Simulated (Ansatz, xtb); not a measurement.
# Ranking isomers of C5H5NO2S

5 gas-phase structures of C5H5NO2S, from a drawn sample of its isomers (lower ones may exist). Each was relaxed with GFN2-xTB; where two conformers were screened, the lower at r2SCAN-D4/def2-SVP is listed:

A. `NC1=CC(=O)OC=C1S`, a singlet
B. `OCC1=NC(=S)C=CO1`, a singlet
C. `CC(=O)Oc1nccs1`, a singlet
D. `COC(=O)c1nccs1`, a singlet
E. `NC1=CC(=O)C(O)=CS1`, a singlet

Q: Make a reasoned guess at their ranking by r2SCAN-D4/def2-SVP single-point energy.

A: Calculated order at r2SCAN-D4/def2-SVP: C (0.0), D (4.1), E (5.4), A (9.4), B (106.2) kJ/mol. Less than 1 kcal/mol parts C and D; D and E; E and A, so the order within those pairs means little.

Energies above the lowest of each column, in kJ/mol; the last columns are at B3LYP/def2-SVP geometries and were run for some of them only (a dash: not run or not comparable):

```csv
structure,GFN2-xTB,HF/STO-3G,r2SCAN-D4/def2-SVP,B3LYP/def2-SVP,CCSD(T)/def2-SVP + ΔMP2/def2-TZVPP
C,0.0,0.0,0.0,3.8,0.0
D,37.4,15.9,4.1,11.3,4.1
E,92.8,119.9,5.4,22.8,25.4
A,47.1,100.8,9.4,0.0,17.4
B,96.7,149.0,106.2,–,–
```

CCSD(T)/def2-SVP + ΔMP2/def2-TZVPP puts C lowest of those it was run on, with D within 1 kcal/mol; B3LYP/def2-SVP picks A. CCSD(T)/def2-SVP + ΔMP2/def2-TZVPP orders those it was run on as C (0.0), D (4.1), A (17.4), E (25.4) kJ/mol. Less than 1 kcal/mol parts C and D, so the order within that pair means little. Some further structures that were screened fall inside this span and aren't listed. Flexible structures stand in one conformer each, not always the lowest. Frequencies (GFN2-xTB) were run for A, C, D, E alone. The ΔMP2 step shifts differences by up to 19.9 kJ/mol, which makes them less sure. ΔMP2 is the change of the MP2 energy from the smaller to the larger basis.

Over these structures GFN2-xTB departs from r2SCAN-D4/def2-SVP by 27.6 kJ/mol on average once a common shift is removed. A GFN2-xTB relaxation took about 0.12 s and the r2SCAN-D4/def2-SVP energy about 2.3 s on a shared host (Ansatz 0.2.0, xtb 6.7.1).
